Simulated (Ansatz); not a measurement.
`C=C[SiH](Cl)Br` → `C=CCl` + `[SiH]Br` at 298.15 K and 1 bar (silylene formation by 1,1-elimination).

Calculated with Ansatz (gas phase, PBE0-D4/def2-TZVP geometries, no zero-point term in ΔE). CBS: MP2 limit from def2 TZ/QZ plus the TZ coupled-cluster correction, frozen cores. This one scheme is used for every species. For Br outer-core shells are correlated without core-valence functions, which leaves a few kJ/mol of doubt a bond. Scalar relativity is left out up to krypton. One conformer a species, not always the lowest.

| species | CCSD(T)/CBS energy (Eh) | H − E (kJ/mol) | S (J/(mol·K)) |
| --- | --- | --- | --- |
| `C=C[SiH](Cl)Br` | -3400.77233 | 164.0 | 363.5 |
| `C=CCl` | -537.65823 | 124.1 | 263.4 |
| `[SiH]Br` | -2862.97869 | 30.2 | 263.1 |

H − E and S are ideal-gas, rigid-rotor, harmonic terms from PBE0-D4/def2-TZVP, for one conformer and one mirror image of each species. 1 Eh = 2625.50 kJ/mol, R = 8.31446 J/(mol·K).

Question: By hand: ΔE, ΔH, ΔS and ΔG.

Answer: ΔE = (-537.65823) + (-2862.97869) − (-3400.77233) = 0.13541 Eh = 355.5 kJ/mol. Δ(H − E) = 124.1 + 30.2 − 164.0 = -9.7, so ΔH = 345.8 kJ/mol. ΔS = 263.4 + 263.1 − 363.5 = 163.0 J/(mol·K). ΔG = 345.8 − 298.15 × (163.0)/1000 = 297.2 kJ/mol.

Question: By hand: the equilibrium constant, and the temperature at which ΔG would vanish if ΔH and ΔS stayed fixed.

Answer: log₁₀ K = −ΔG/(RT ln 10) = -52.1. ΔG = 0 at ΔH/ΔS = 2121 K.

The number of gas molecules changes by +1, which sets the sign of ΔS. A doubt of 5 kJ/mol in ΔE shifts log₁₀ K by 0.9 here. Other conformers and mirror images would add mixing entropy, several J/(mol·K) or more a flexible species. These are equilibria of isolated gas molecules and say nothing of rates. Largest T1 diagnostic: 0.011 (customary marks: 0.02 for closed shells, 0.045 for open ones).
